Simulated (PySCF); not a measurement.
CH₃F₄Nb, SMILES [F][Nb]([F])([F])([CH3])[F], multiplicity 1. Geometry: PBE-D3(BJ)/def2-SVP. The multiplicity is an assumed one; no other spin state was optimised. The structure was generated by enumeration; whether it is a known compound was not checked. The def2 effective core potentials stand for the cores of Nb; spin–orbit coupling is left out.

Computed equilibrium geometry at PBE-D3(BJ)/def2-SVP (PySCF confirms it by a frequency run) as Cartesian coordinates in Å:
```xyz
9

Nb     0.0559     0.0505    -0.0424
F      1.3550    -0.4468     1.2316
F     -1.3554     0.4883    -1.2147
F      0.0191     1.7750     0.6576
F      1.0763    -0.6383    -1.4362
C     -1.2706    -1.3373     0.8949
H     -0.7064    -2.1660     1.3661
H     -2.0163    -1.7200     0.1705
H     -1.7999    -0.7633     1.6883
```
